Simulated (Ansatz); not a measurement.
`[OH][SnH2][F]` → H• + `[OH][SnH][F]`• at 500 K and 1 bar (homolysis of the H–Sn bond).

Isolated molecules relaxed with PBE0-D4/def2-TZVP in Ansatz; ΔE leaves out vibrations. CCSD(T)/CBS is the MP2 limit (def2-TZVPP, def2-QZVPP) plus CCSD(T) − MP2 in def2-TZVPP, frozen cores. This one scheme is used for every species, atoms too. No spin–orbit coupling; open shells (•) take unrestricted orbitals. Elements past krypton have def2 core potentials. For Sn outer-core shells are correlated without core-valence functions, so the limit isn't a true one: a few kJ/mol of doubt a bond, and 10 to 20 or more in all where bonds break to atoms. Each species was taken in one conformer, which may not be the lowest.

```json
{"species": "`[OH][SnH2][F]`", "CCSD(T)/CBS energy (Eh)": "-390.83308", "H − E (kJ/mol)": "109.2", "S (J/(mol·K))": "353.5"}
{"species": "H•", "CCSD(T)/CBS energy (Eh)": "-0.50000", "H − E (kJ/mol)": "10.4", "S (J/(mol·K))": "125.5"}
{"species": "`[OH][SnH][F]`•", "CCSD(T)/CBS energy (Eh)": "-390.20713", "H − E (kJ/mol)": "84.7", "S (J/(mol·K))": "350.3"}
```

H − E and S are ideal-gas, rigid-rotor, harmonic terms from PBE0-D4/def2-TZVP, for one conformer and one mirror image of each species, with the whole ground term of open shells counted as degenerate. 1 Eh = 2625.50 kJ/mol, R = 8.31446 J/(mol·K).

By hand: ΔE, ΔH, ΔS and ΔG.

ΔE = (-0.50000) + (-390.20713) − (-390.83308) = 0.12595 Eh = 330.7 kJ/mol. Δ(H − E) = 10.4 + 84.7 − 109.2 = -14.1, so ΔH = 316.6 kJ/mol. ΔS = 125.5 + 350.3 − 353.5 = 122.3 J/(mol·K). ΔG = 316.6 − 500 × (122.3)/1000 = 255.5 kJ/mol.

By hand: the equilibrium constant, and the temperature at which ΔG would vanish if ΔH and ΔS stayed fixed.

log₁₀ K = −ΔG/(RT ln 10) = -26.7. ΔG = 0 at ΔH/ΔS = 2589 K, far beyond where these terms or the molecules hold.

The number of gas molecules changes by +1, which sets the sign of ΔS. A doubt of 5 kJ/mol in ΔE shifts log₁₀ K by 0.5 here. Other conformers and mirror images would add mixing entropy, several J/(mol·K) or more a flexible species. These are equilibria of isolated gas molecules and say nothing of rates. Largest T1 diagnostic: 0.018 (customary marks: 0.02 for closed shells, 0.045 for open ones).
